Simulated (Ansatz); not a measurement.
`C[O][Sn]([NH2])([O]C)[O]C`, one more setting.

```yaml
crystal:
  periodic: [false, false, false]
  atoms:
    - {symbol: C, position_ang: [-1.040730, -1.322759, 1.804981]}
    - {symbol: O, position_ang: [-1.335499, -0.203114, 0.892632]}
    - {symbol: Sn, position_ang: [0.066407, 0.161787, -0.271286]}
    - {symbol: N, position_ang: [-0.736456, 1.141070, -1.843858]}
    - {symbol: O, position_ang: [1.380853, 1.335519, 0.574672]}
    - {symbol: C, position_ang: [0.956795, 2.407594, 1.656589]}
    - {symbol: O, position_ang: [1.164907, -1.157727, -1.084107]}
    - {symbol: C, position_ang: [0.796708, -2.139952, -1.979582]}
    - {symbol: H, position_ang: [-1.868138, -1.631545, 2.438685]}
    - {symbol: H, position_ang: [-0.422656, -0.843332, 2.666593]}
    - {symbol: H, position_ang: [-0.582654, -2.212820, 1.348431]}
    - {symbol: H, position_ang: [-0.529939, 2.032722, -2.083139]}
    - {symbol: H, position_ang: [-1.863712, 1.403145, -1.588880]}
    - {symbol: H, position_ang: [1.885698, 2.764652, 2.004577]}
    - {symbol: H, position_ang: [0.393799, 3.246635, 0.857731]}
    - {symbol: H, position_ang: [0.229456, 1.783872, 2.282912]}
    - {symbol: H, position_ang: [1.468440, -2.537817, -2.340943]}
    - {symbol: H, position_ang: [0.242767, -1.533064, -2.859306]}
    - {symbol: H, position_ang: [-0.202804, -2.769507, -1.690625]}
basis:
  gaussian: {orbitals: def2-SVP, fitting: {mean_field: cc-pVTZ-jkfit}}
hamiltonian: {xc: {name: r2SCANh}, dispersion: d4}
```

```sh
$ ansatz run in.yaml --threads 4 --pin off --events-out ev --progress --plain --max-ram 66560MiB --backend cpu
```

It prints (some lines left out):

```
Functional definition: r2SCANh
Error: <dir> the basis set cc-pVTZ-JKFIT has no functions for Sn
```

It took 0.21 s on 4 threads of an AMD EPYC 7R13 on a shared host, with 0.09 GiB of host memory at the peak.
